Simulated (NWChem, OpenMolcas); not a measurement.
Exact exchange and the vertical energy of the triplet above the singlet of BBrCl2 (bromodichloroborane)

The species is BBrCl2 (4 atoms), meant as a singlet with charge 0. As SMILES, `ClB(Cl)Br`. The shape is that of a PBE0-D4/def2-TZVP optimisation.

The vertical energy of the triplet above the singlet y, in eV, basis cc-pVDZ; a is the functional's share of exact exchange. Programs: NWChem 7.3.0, OpenMolcas 26.06.

| functional | program | a | y (eV) |
| --- | --- | --- | --- |
| revPBE | OpenMolcas | 0 | 4.87 |
| TPSS | OpenMolcas | 0 | 4.92 |
| B3LYP | NWChem | 0.2 | 5.19 |
| PBE0 | NWChem | 0.25 | ? |
| BHLYP | NWChem | 0.5 | 5.62 |

Q: Fit y = c + s·a to the known rows and predict PBE0.

A: 
1. Means of the 4 rows: a = 0.1750, y = 5.150.
2. Σ(Δa)² = 0.1675, Σ(Δa·Δy) = 0.243, so the slope is 0.243/0.1675 = 1.4507.
3. Intercept: 5.150 − (1.4507) × 0.1750 = 4.896. The largest residual of the fit is 0.026.
4. PBE0: 4.896 + (1.4507) × 0.25 = 5.26 eV.

The run gave 5.24 eV, so the prediction is off by +0.02 eV, within the scatter of the fit. Spin-orbit coupling is left out.
